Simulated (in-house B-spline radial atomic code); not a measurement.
A radial electron density 4πr²n(r) was computed for an atom or ion in its tabulated ground configuration with a B-spline radial code for spherical atoms; method: Dirac-Kohn-Sham LDA VWN5, spherical fractional occupations. Columns: r (bohr), 4πr²n(r) (electrons per bohr), bar.

```
 0.00256   0.6509 #
 0.00307   0.9097 #
 0.00367    1.258 ##
  0.0044     1.74 ###
 0.00526    2.378 ####
  0.0063    3.236 #####
 0.00755    4.366 #######
 0.00903    5.806 #########
  0.0108    7.619 ###########
   0.013    9.929 ###############
  0.0155    12.53 ###################
  0.0186    15.58 #######################
  0.0222    18.75 ############################
  0.0266    21.95 #################################
  0.0319    24.75 #####################################
  0.0381    26.69 ########################################
  0.0457    27.45 #########################################
  0.0547    26.83 ########################################
  0.0655    25.04 ######################################
  0.0784    22.78 ##################################
  0.0939    21.11 ################################
   0.112    21.04 ################################
   0.135    23.09 ###################################
   0.161    26.31 #######################################
   0.193    29.13 ############################################
   0.231    29.37 ############################################
   0.276    26.04 #######################################
   0.331    19.84 ##############################
   0.396    13.52 ####################
   0.475    9.635 ##############
   0.568    9.167 ##############
    0.68     10.6 ################
   0.814    11.49 #################
   0.975    10.38 ################
    1.17    7.576 ###########
     1.4    4.508 #######
    1.67    2.216 ###
       2   0.8793 #
     2.4   0.2858 
    2.87  0.07957 
    3.44  0.01775 
    4.12 0.003007
```

(1) Which atom or ion is it?
A. V3+
B. Fe4+
C. Ti3+
D. Cr3+

## Answers

(1) A. The area under the curve, ∫4πr²n dr = ∫r·4πr²n d(ln r) on this logarithmic grid, is 20 electrons, which only this option has. The configuration is [Ar] 3d2.
